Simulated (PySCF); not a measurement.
## A small calculation by hand: refractive index and permittivity of the vapour

CH₄FNOSi₂, SMILES F[Si@H]1N=CO[SiH2]1.

Geometry: r2SCAN-D4/def2-SVP. The structure was generated by enumeration; whether it is a known compound was not checked.

PBE/def2-TZVP (PySCF) gives a mean static polarisability of 72.6 bohr³ and a dipole moment of 1.95 D. Take an ideal gas at 298.15 K and 0.1 bar, whether or not the substance is that volatile.

Q: Work out n − 1 in the optical limit and the static ε − 1.

A: 
Polarisability volume α' = 72.6 × 0.148185 = 10.76 Å³. Number density N = p/kT = 2.43e-6 Å⁻³.
Dilute limit of Lorentz–Lorenz: n − 1 = 2π N α' = 0.00016.
Orientation term of Debye: μ²/(3kT) = 8.098 Å³ × μ²(D²) = 30.79 Å³.
ε − 1 = 4π N (α' + μ²/3kT) = 0.0013. Orientation of the dipole supplies 74 % of the static response; it can't follow optical fields. Vibrational polarisation and dispersion are left out.
